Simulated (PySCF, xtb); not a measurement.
CaO, SMILES [O]=[Ca].

GFN2-xTB (xtb) at its own geometry gives an orbital gap of 1.51 eV and a dipole moment of 6.89 D.

Coordinates come from a PBE0-D3(BJ)/def2-TZVPD optimisation.

Q: What does HF/def2-TZVPD (PySCF) give? (Estimate from the structure and the level; the computed values follow.)

A: gap 7.14 eV (levels -7.73 and -0.59 eV), dipole 11.22 D.
